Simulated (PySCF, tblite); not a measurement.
Isomers of C4H9OPSi. Computed values, GFN2-xTB/tblite, gas phase, harmonic and unscaled. The method is semi-empirical: single wavenumbers can be off by several per cent or more. Modes of hydrogen on phosphorus and silicon can be 10 to 20 % off. One conformer each.

Electronic energies: PBE0-D3(BJ)/def2-SVP at its own geometries (PySCF, gas phase).

```json
{"SMILES": "C=C[C@@H]1[C@H]([SiH3])[P@H]1=O", "electronic energy, lowest = 0 (kJ/mol)": "133.1"}
{"SMILES": "C=CP([SiH3])C(C)=O", "electronic energy, lowest = 0 (kJ/mol)": "51.0"}
{"SMILES": "O=[P@@H]1C=C([SiH3])CC1", "electronic energy, lowest = 0 (kJ/mol)": "0.0"}
```

**Question.** How do GFN2-xTB zero-point energies change the relative energies?

**Answer.** 
| SMILES | ZPE (kJ/mol) | of it from modes above 1550 cm⁻¹ | electronic (kJ/mol) | with ZPE, lowest = 0 (kJ/mol) | lowest mode (cm⁻¹) | rings |
| --- | --- | --- | --- | --- | --- | --- |
| O=[P@@H]1C=C([SiH3])CC1 | 299.8 | 153.2 | 0.0 | 0.0 | 69 | 1 |
| C=CP([SiH3])C(C)=O | 294.0 | 170.0 | 51.0 | 45.2 | 41 | 0 |
| C=C[C@@H]1[C@H]([SiH3])[P@H]1=O | 294.4 | 156.3 | 133.1 | 127.7 | 66 | 1 |

The zero-point energies span 5.8 kJ/mol, from `C=CP([SiH3])C(C)=O` to `O=[P@@H]1C=C([SiH3])CC1`. The order is unchanged.

**Question.** And how do the electronic energies of GFN2-xTB itself compare?

**Answer.** `O=[P@@H]1C=C([SiH3])CC1` 0.0; `C=CP([SiH3])C(C)=O` 189.0; `C=C[C@@H]1[C@H]([SiH3])[P@H]1=O` 155.6 kJ/mol, lowest = 0. Against the energies above, taken from the same isomer `O=[P@@H]1C=C([SiH3])CC1`, the largest difference is 138.0 kJ/mol. The two levels were optimised apart and needn't hold the same conformer.

**Question.** What do entropy and thermal enthalpy add at 298.15 K and 1 bar (rigid rotor, harmonic oscillator, one conformer each)?

**Answer.** 
```tsv
SMILES	point group	symmetry number	S (J/(mol K))	H − H(0) (kJ/mol)	ZPE + H − H(0) − TS (kJ/mol)
O=[P@@H]1C=C([SiH3])CC1	C1	1	385.2	25.67	210.6
C=CP([SiH3])C(C)=O	C1	1	436.7	31.36	195.1
C=C[C@@H]1[C@H]([SiH3])[P@H]1=O	C1	1	396.1	27.32	203.6
```
